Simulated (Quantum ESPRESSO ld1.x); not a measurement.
O+, configuration [He] 2s2 2p3. Calculated with ld1.x of Quantum ESPRESSO 7.5: Dirac Kohn-Sham, PBE, spin-unpolarised, spherical densities, point nucleus; open shells are shared between the two j in proportion to 2j + 1; speed of light set to 685.18 atomic units (5 times the physical value, a model run).

Unscreened Slater integrals over Kohn-Sham orbitals (eV). Large and small components are both included.

integral,value
"F0(2p3/2,2p3/2)",22.659
"F2(2p3/2,2p3/2)",10.251
"F0(2p3/2,2p1/2)",22.660
"G2(2p3/2,2p1/2)",10.251
"F0(2p3/2,2s1/2)",22.638
"G1(2p3/2,2s1/2)",13.782
"F0(2p3/2,1s1/2)",32.470
"G1(2p3/2,1s1/2)",3.5815
"F0(2p1/2,2p1/2)",22.661
"F0(2p1/2,2s1/2)",22.638
"G1(2p1/2,2s1/2)",13.782
"F0(2p1/2,1s1/2)",32.472
"G1(2p1/2,1s1/2)",3.5818
"F0(2s1/2,2s1/2)",22.784
"F0(2s1/2,1s1/2)",32.298
"G0(2s1/2,1s1/2)",2.4040
"F0(1s1/2,1s1/2)",128.47
